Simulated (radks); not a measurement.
Results of a calculation; reference values are marked as such.
Task: P2+, configuration [Ne] 3s2 3p1 (the NIST ground configuration). Code: a radial shooting solver on a logarithmic mesh with Libxc functionals. Model: non-relativistic Kohn-Sham, PBEsol, spin-polarised, spherical densities, point nucleus; open shells are filled with parallel spins first. Some entries of the table are withheld. Estimate them.

orbital,occ.,eigenvalue (eV),<1/r> (bohr^-1)
1s up,1,-2098.126,14.55
1s down,1,-2097.977,14.55
2s up,1,(1),2.806
2s down,1,(2),2.806
2p up,3,(3),2.708
2p down,3,(4),2.708
3s up,1,-34.4080,0.7821
3s down,1,-33.0011,0.7836
3p up,1,-24.8348,0.6840
3p down,0,-23.4616,0.6810

Result: 
(1) 2s up eigenvalue (eV): -196.1725
(2) 2s down eigenvalue (eV): -196.0156
(3) 2p up eigenvalue (eV): -147.9658
(4) 2p down eigenvalue (eV): -147.7525
